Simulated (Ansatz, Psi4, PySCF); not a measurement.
Cl3OTa (SMILES [O]=[Ta]([Cl])([Cl])[Cl]), singlet, geometry from GFN2-xTB (such geometries of metal compounds can be far from the true shape) (core potentials on Ta). Base run: B3LYP/def2-SVP (PySCF).

The PySCF input:
```python
from pyscf import gto, scf, dft

mol = gto.M(
    atom='''
Ta    0.15665099    0.08849969   -0.15002696
O     1.28874592    0.72807464   -1.23425093
Cl    1.08693711   -0.91589593    1.59030402
Cl   -1.17072286   -1.42716546   -1.06863054
Cl   -1.19536069    1.62040996    0.70338389
''',
    basis='def2-svp',
    ecp={'Ta': 'def2-svp'},
    verbose=4,
)

mf = dft.RKS(mol)
mf.xc = 'b3lyp'
mf.kernel()
```

The same geometry, method and basis name were run in Ansatz (a program for electronic structure) and Psi4 and PySCF, at each program's defaults and at the settings that a row names. The base is PySCF at its defaults. Differences at the defaults can come from grids, fitting, cores and function types together.

```tsv
code and settings	ΔE vs base (µEh)	basis functions	E (Eh)	SCF cycles	dipole (D)
PySCF, defaults (exact integrals, its default grid, spherical functions)	0.0	100	-1512.66937	11	1.45
Psi4, defaults (density fitting with its default set, its default grid, spherical functions)	-25.1	100	-1512.66939	11	1.45
Ansatz, defaults (factorised integrals, its default grid, spherical functions)	4.5	100	-1512.66936	-	-
PySCF, density fitting with def2-universal-jkfit	-14.5	100	-1512.66938	11	1.45
PySCF, fine grid	4.1	100	-1512.66936	11	1.45
Psi4, exact integrals, spherical functions, fine grid	5.4	100	-1512.66936	13	1.45
Ansatz, high accuracy	5.8	100	-1512.66936	-	-
```
